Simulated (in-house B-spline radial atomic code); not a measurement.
Orbital energies and mean radii along the 35-electron series, configuration [Ar] 3d10 4s2 4p5. The effective charge is n√(-2ε), a non-relativistic measure. Computed with a radial B-spline atomic code at the basis-set limit: Dirac-Hartree-Fock, average of the configuration, finite nuclei.

```json
{"ion": "Br", "Z": "35", "energy of 3d5/2 (Eh)": "-3.137", "mean radius of 3d5/2 (bohr)": "0.58782", "energy of 4p3/2 (Eh)": "-0.44928", "mean radius of 4p3/2 (bohr)": "2.119", "energy of 3s1/2 (Eh)": "-10.2", "mean radius of 3s1/2 (bohr)": "0.54826", "energy of 3p1/2 (Eh)": "-7.728", "mean radius of 3p1/2 (bohr)": "0.55543", "effective charge of 3d5/2": "7.5144"}
{"ion": "Kr+", "Z": "36", "energy of 3d5/2 (Eh)": "-4.1664", "mean radius of 3d5/2 (bohr)": "0.5538", "energy of 4p3/2 (Eh)": "-0.90675", "mean radius of 4p3/2 (bohr)": "1.8459", "energy of 3s1/2 (Eh)": "-11.665", "mean radius of 3s1/2 (bohr)": "0.52698", "energy of 3p1/2 (Eh)": "-9.0586", "mean radius of 3p1/2 (bohr)": "0.5317", "effective charge of 3d5/2": "8.6599"}
{"ion": "Rb2+", "Z": "37", "energy of 3d5/2 (Eh)": "-5.3414", "mean radius of 3d5/2 (bohr)": "0.52375", "energy of 4p3/2 (Eh)": "-1.4513", "mean radius of 4p3/2 (bohr)": "1.6544", "energy of 3s1/2 (Eh)": "-13.286", "mean radius of 3s1/2 (bohr)": "0.50712", "energy of 3p1/2 (Eh)": "-10.542", "mean radius of 3p1/2 (bohr)": "0.50974", "effective charge of 3d5/2": "9.8053"}
{"ion": "Sr3+", "Z": "38", "energy of 3d5/2 (Eh)": "-6.6508", "mean radius of 3d5/2 (bohr)": "0.497", "energy of 4p3/2 (Eh)": "-2.0754", "mean radius of 4p3/2 (bohr)": "1.5084", "energy of 3s1/2 (Eh)": "-15.051", "mean radius of 3s1/2 (bohr)": "0.48855", "energy of 3p1/2 (Eh)": "-12.169", "mean radius of 3p1/2 (bohr)": "0.48937", "effective charge of 3d5/2": "10.941"}
{"ion": "Zr5+", "Z": "40", "energy of 3d5/2 (Eh)": "-9.6496", "mean radius of 3d5/2 (bohr)": "0.45135", "energy of 4p3/2 (Eh)": "-3.5468", "mean radius of 4p3/2 (bohr)": "1.2943", "energy of 3s1/2 (Eh)": "-18.992", "mean radius of 3s1/2 (bohr)": "0.45486", "energy of 3p1/2 (Eh)": "-15.826", "mean radius of 3p1/2 (bohr)": "0.45279", "effective charge of 3d5/2": "13.179"}
{"ion": "Nb6+", "Z": "41", "energy of 3d5/2 (Eh)": "-11.332", "mean radius of 3d5/2 (bohr)": "0.43169", "energy of 4p3/2 (Eh)": "-4.3895", "mean radius of 4p3/2 (bohr)": "1.2121", "energy of 3s1/2 (Eh)": "-21.161", "mean radius of 3s1/2 (bohr)": "0.43955", "energy of 3p1/2 (Eh)": "-17.851", "mean radius of 3p1/2 (bohr)": "0.43632", "effective charge of 3d5/2": "14.282"}
{"ion": "Mo7+", "Z": "42", "energy of 3d5/2 (Eh)": "?", "mean radius of 3d5/2 (bohr)": "?", "energy of 4p3/2 (Eh)": "?", "mean radius of 4p3/2 (bohr)": "?", "energy of 3s1/2 (Eh)": "?", "mean radius of 3s1/2 (bohr)": "?", "energy of 3p1/2 (Eh)": "?", "mean radius of 3p1/2 (bohr)": "?", "effective charge of 3d5/2": "?"}
{"ion": "Tc8+", "Z": "43", "energy of 3d5/2 (Eh)": "-15.053", "mean radius of 3d5/2 (bohr)": "0.39731", "energy of 4p3/2 (Eh)": "-6.2817", "mean radius of 4p3/2 (bohr)": "1.0791", "energy of 3s1/2 (Eh)": "-25.889", "mean radius of 3s1/2 (bohr)": "0.41159", "energy of 3p1/2 (Eh)": "-22.286", "mean radius of 3p1/2 (bohr)": "0.4065", "effective charge of 3d5/2": "16.46"}
{"ion": "Ru9+", "Z": "44", "energy of 3d5/2 (Eh)": "-17.088", "mean radius of 3d5/2 (bohr)": "0.38217", "energy of 4p3/2 (Eh)": "-7.3295", "mean radius of 4p3/2 (bohr)": "1.0242", "energy of 3s1/2 (Eh)": "-28.447", "mean radius of 3s1/2 (bohr)": "0.39879", "energy of 3p1/2 (Eh)": "-24.694", "mean radius of 3p1/2 (bohr)": "0.39295", "effective charge of 3d5/2": "17.538"}
{"ion": "Rh10+", "Z": "45", "energy of 3d5/2 (Eh)": "-19.239", "mean radius of 3d5/2 (bohr)": "0.36819", "energy of 4p3/2 (Eh)": "-8.4442", "mean radius of 4p3/2 (bohr)": "0.97509", "energy of 3s1/2 (Eh)": "-31.133", "mean radius of 3s1/2 (bohr)": "0.3867", "energy of 3p1/2 (Eh)": "-27.23", "mean radius of 3p1/2 (bohr)": "0.38022", "effective charge of 3d5/2": "18.609"}
{"ion": "Pd11+", "Z": "46", "energy of 3d5/2 (Eh)": "-21.505", "mean radius of 3d5/2 (bohr)": "0.35523", "energy of 4p3/2 (Eh)": "-9.6255", "mean radius of 4p3/2 (bohr)": "0.93092", "energy of 3s1/2 (Eh)": "-33.947", "mean radius of 3s1/2 (bohr)": "0.37526", "energy of 3p1/2 (Eh)": "-29.892", "mean radius of 3p1/2 (bohr)": "0.36823", "effective charge of 3d5/2": "19.675"}
{"ion": "Ag12+", "Z": "47", "energy of 3d5/2 (Eh)": "?", "mean radius of 3d5/2 (bohr)": "?", "energy of 4p3/2 (Eh)": "?", "mean radius of 4p3/2 (bohr)": "?", "energy of 3s1/2 (Eh)": "?", "mean radius of 3s1/2 (bohr)": "?", "energy of 3p1/2 (Eh)": "?", "mean radius of 3p1/2 (bohr)": "?", "effective charge of 3d5/2": "?"}
{"ion": "Cd13+", "Z": "48", "energy of 3d5/2 (Eh)": "?", "mean radius of 3d5/2 (bohr)": "?", "energy of 4p3/2 (Eh)": "?", "mean radius of 4p3/2 (bohr)": "?", "energy of 3s1/2 (Eh)": "?", "mean radius of 3s1/2 (bohr)": "?", "energy of 3p1/2 (Eh)": "?", "mean radius of 3p1/2 (bohr)": "?", "effective charge of 3d5/2": "?"}
{"ion": "In14+", "Z": "49", "energy of 3d5/2 (Eh)": "-28.985", "mean radius of 3d5/2 (bohr)": "0.32145", "energy of 4p3/2 (Eh)": "-13.565", "mean radius of 4p3/2 (bohr)": "0.82099", "energy of 3s1/2 (Eh)": "-43.161", "mean radius of 3s1/2 (bohr)": "0.34437", "energy of 3p1/2 (Eh)": "-38.642", "mean radius of 3p1/2 (bohr)": "0.33609", "effective charge of 3d5/2": "22.841"}
{"ion": "Sn15+", "Z": "50", "energy of 3d5/2 (Eh)": "-31.705", "mean radius of 3d5/2 (bohr)": "0.31161", "energy of 4p3/2 (Eh)": "-15.01", "mean radius of 4p3/2 (bohr)": "0.79024", "energy of 3s1/2 (Eh)": "-46.491", "mean radius of 3s1/2 (bohr)": "0.33508", "energy of 3p1/2 (Eh)": "-41.814", "mean radius of 3p1/2 (bohr)": "0.32649", "effective charge of 3d5/2": "23.889"}
```

Q: Fill in the row of Mo7+.

A: energy of 3d5/2 (Eh): -13.134; mean radius of 3d5/2 (bohr): 0.41375; energy of 4p3/2 (Eh): -5.3014; mean radius of 4p3/2 (bohr): 1.1412; energy of 3s1/2 (Eh): -23.461; mean radius of 3s1/2 (bohr): 0.42515; energy of 3p1/2 (Eh): -20.004; mean radius of 3p1/2 (bohr): 0.42092; effective charge of 3d5/2: 15.375.

Q: Fill in the row of Ag12+.

A: energy of 3d5/2 (Eh): -23.885; mean radius of 3d5/2 (bohr): 0.34319; energy of 4p3/2 (Eh): -10.873; mean radius of 4p3/2 (bohr): 0.8909; energy of 3s1/2 (Eh): -36.89; mean radius of 3s1/2 (bohr): 0.36442; energy of 3p1/2 (Eh): -32.681; mean radius of 3p1/2 (bohr): 0.35691; effective charge of 3d5/2: 20.735.

Q: Fill in the row of Cd13+.

A: energy of 3d5/2 (Eh): -26.378; mean radius of 3d5/2 (bohr): 0.33195; energy of 4p3/2 (Eh): -12.186; mean radius of 4p3/2 (bohr): 0.85442; energy of 3s1/2 (Eh): -39.961; mean radius of 3s1/2 (bohr): 0.35414; energy of 3p1/2 (Eh): -35.598; mean radius of 3p1/2 (bohr): 0.34621; effective charge of 3d5/2: 21.79.

Q: How does the screening of 3d5/2 change?

A: Z less the effective charge goes from 27.49 at Z = 35 to 26.11 at Z = 50.
